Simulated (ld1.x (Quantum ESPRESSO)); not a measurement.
cadmium: variants of one TM potential

Base potential:

Cd, norm-conserving Troullier–Martins (Kleinman–Bylander form), made with ld1.x (Quantum ESPRESSO) 7.5 (LDA (PZ), scalar-relativistic). Core [Ar] 3d10, reference 4s2 4p6 4d10 5s2 5p0. Waves: 4p (bound): rc 1.40 bohr; 4d (bound): rc 1.75 bohr; 4f channel at 0.45 Ry: rc 1.90 bohr; 4s (bound): rc 0.85 bohr. Local part: the s channel. Core correction: a·sin(br)/r model core, default radius (core density twice the valence density).

Occupied shells without a wave of their own: 5s. They enter only through the test configuration that unscreens the potential, and ld1.x also counts them in the model core charge.

All-electron outer shells of the reference configuration (LDA (PZ), scalar-relativistic, ld1.x):

```tsv
shell	level (eV)	outermost node (bohr)	outermost maximum (bohr)
3p	-600.95	0.14	0.32
3d	-394.01	–	0.27
4s	-105.84	0.43	0.79
4p	-66.99	0.43	0.84
4d	-11.90	0.42	0.98
5s	-5.96	1.07	2.32
5p	-1.33	1.20	3.25
```

Cutoffs, loose and tight: the cutoffs (Ry, on a coarse ladder) from which the occupation-weighted sum of valence levels, in a spherical-Bessel basis at the reference potential, stays within 10 and 1 mRy of its value at 400 Ry. They do not see the model core or the augmentation charge, which bear on the density cutoff. Test errors are all-electron minus pseudo excitation energies from the reference, over the configurations 4s2 4p6 4d10 5s1 5p0; 4s2 4p6 4d10 5s0 5p0; 4s2 4p6 4d9 5s0 5p0; 4s2 4p6 4d10 5s1 5p1; 4s2 4p5 4d10 5s2 5p0; 4s2 4p6 4d9 5s2 5p0; 4s1 4p6 4d10 5s2 5p0 (two spin-polarised tests are not counted in the largest error). A dash means not determined; rows that change the core or the reference have their own tests.

With those shells counted twice in exchange and correlation these files are broken, and their errors move erratically; no question is asked of them.

| change | outcome | cutoff, loose | cutoff, tight | bound ghosts | largest test error (meV) |
| --- | --- | --- | --- | --- | --- |
| base | generated | 160 Ry | 300 Ry | none | -1315 |
| wave 4d (bound): rc 1.75 bohr becomes 4d (bound): rc 1.10 bohr | generated | 160 Ry | 300 Ry | none | -1311 |
| wave 4d (bound): rc 1.75 bohr becomes 4d (bound): rc 1.28 bohr | generated | 160 Ry | 300 Ry | none | -1312 |
| wave 4d (bound): rc 1.75 bohr becomes 4d (bound): rc 1.44 bohr | generated | 160 Ry | 300 Ry | none | -1312 |
| wave 4d (bound): rc 1.75 bohr becomes 4d (bound): rc 1.66 bohr | generated | 160 Ry | 300 Ry | none | -1314 |
| wave 4d (bound): rc 1.75 bohr becomes 4d (bound): rc 1.82 bohr | generated | 160 Ry | 300 Ry | none | -1317 |
| wave 4d (bound): rc 1.75 bohr becomes 4d (bound): rc 2.00 bohr | generated | 160 Ry | 300 Ry | none | -1321 |
| wave 4d (bound): rc 1.75 bohr becomes 4d (bound): rc 2.10 bohr | generated | 160 Ry | 300 Ry | none | -1322 |
| wave 4d (bound): rc 1.75 bohr becomes 4d (bound): rc 2.26 bohr | generated | 160 Ry | 300 Ry | none | -1323 |
| wave 4d (bound): rc 1.75 bohr becomes 4d (bound): rc 2.50 bohr | generated | 160 Ry | 300 Ry | none | -1317 |
| wave 4d (bound): rc 1.75 bohr becomes 4d (bound): rc 2.62 bohr | generated | 160 Ry | 300 Ry | none | -1307 |

Reading the sweep of the d radius (base included, trends over the rows without a ghost): The loose cutoff stays near 160 Ry. The median size of the test errors (rows with all tests solved) rises from 92.9 meV at 1.1 to 420.6 meV at 2.62 bohr. More of the atom is replaced by a form fitted at one configuration, so other configurations suffer as the radius grows.
